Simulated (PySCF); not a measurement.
Species: isothiocyanate diacetylene, C5HNS.
SMILES with atom numbers: `[CH:1]#[C:2][C:3]#[C:4][N:5]=[C:6]=[S:7]` (hydrogens: H8 on C1)

Geometry (PBE0-D3(BJ)/def2-SVP, Å), atoms numbered from 1 in this order:
```xyz
8
C5HNS angstrom
C      2.9932    0.3133    0.3535
C      1.8019    0.3738    0.1025
C      0.4704    0.4406   -0.1791
C     -0.7277    0.5002   -0.4328
N     -1.9809    0.5621   -0.6988
C     -3.1475    0.6092   -0.9651
S     -4.6756    0.6735   -1.3088
H      4.0434    0.2597    0.5744
```

The closed-shell ground state was solved at several levels (PySCF, density fitting, gas phase, non-relativistic).

| level | basis functions | HOMO (eV) | LUMO (eV) | gap (eV) | dipole (D) |
| --- | --- | --- | --- | --- | --- |
| PBE0/pcSseg-1 | 131 | -7.13 | -2.09 | 5.04 | 1.16 |
| B3LYP/6-31G* | 104 | -6.59 | -1.91 | 4.68 | 1.65 |
| CAM-B3LYP/def2-SVPD | 155 | -8.20 | -1.08 | 7.12 | 1.17 |
| B3LYP/def2-TZVP | 229 | -6.84 | -2.21 | 4.63 | 0.98 |
| mPW1PW91/pcSseg-2 | 273 | -7.11 | -2.11 | 5.00 | 1.08 |

(1) Estimate the row for B3LYP/cc-pVTZ, a basis of 228 functions; the other rows only guide the guess.

(2) Over all these levels, which gives the widest orbital gap and which the narrowest?

(3) How much does the basis alone move the frontier levels among the 3 B3LYP rows (the withheld one included)?

(4) How far do the dipole and the HOMO energy spread over the levels?

## Answers

(1) HOMO -6.83 eV, LUMO -2.17 eV, gap 4.66 eV, dipole 1.06 D.

(2) CAM-B3LYP/def2-SVPD (range-separated hybrid) has the widest, 7.12 eV, and B3LYP/def2-TZVP (global hybrid, 20 % exact exchange) the narrowest, 4.63 eV. Functional and basis both differ between the two, so the spread mixes both effects.

(3) The HOMO by 0.25 eV and the LUMO by 0.30 eV. By rising basis size (HOMO, LUMO in eV): 6-31G* -6.59, -1.91; cc-pVTZ -6.83, -2.17; def2-TZVP -6.84, -2.21.

(4) The dipole runs from 0.98 to 1.65 D (mean 1.18 D) and the HOMO from -8.20 to -6.59 eV.
